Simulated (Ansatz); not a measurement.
`[F][InH][GeH3]` and `[F][InH][I]` differ in one atom or group.

Ansatz, PBE0-D4/def2-TZVP geometries, multiplicity 1. 

Elements past krypton have def2 core potentials. Scalar relativity is left out up to krypton.

```csv
property,`[F][InH][GeH3]`
LUMO energy (ωB97M-V/def2-TZVPP) / eV,-0.44
size of the dipole moment (ωB97M-V/def2-TZVPP) / D,3.07
HOMO–LUMO gap (ωB97M-V/def2-TZVPP) / eV,9.42
HOMO–LUMO gap (B3LYP/def2-TZVPP) / eV,5.41
"ideal-gas entropy at 298 K and 1 bar (rigid rotor, harmonic PBE0-D4/def2-TZVP) / J/(mol·K)",364
size of the dipole moment (B3LYP/def2-TZVPP) / D,3.08
```

What does the change do to each property? (An estimate is asked.)

Computed: 
```tsv
property	`[F][InH][I]`	shift
LUMO energy (ωB97M-V/def2-TZVPP) / eV	-0.39	0.05
size of the dipole moment (ωB97M-V/def2-TZVPP) / D	2.61	-0.46
HOMO–LUMO gap (ωB97M-V/def2-TZVPP) / eV	9.66	0.24
HOMO–LUMO gap (B3LYP/def2-TZVPP) / eV	5.41	0.00
ideal-gas entropy at 298 K and 1 bar (rigid rotor, harmonic PBE0-D4/def2-TZVP) / J/(mol·K)	328	-36
size of the dipole moment (B3LYP/def2-TZVPP) / D	2.58	-0.50
```

The zero-point energy changes by -58.5 kJ/mol with -9 modes. Dipoles are sizes alone; their direction can turn. Modes under 60 cm⁻¹, often nearly free rotors, make the harmonic entropy too high.

B3LYP here is the variant with VWN-RPA as its local correlation; programs differ in this.

Spin–orbit coupling is left out; it splits and shifts lone-pair levels of the heavy atoms by tenths of an eV.
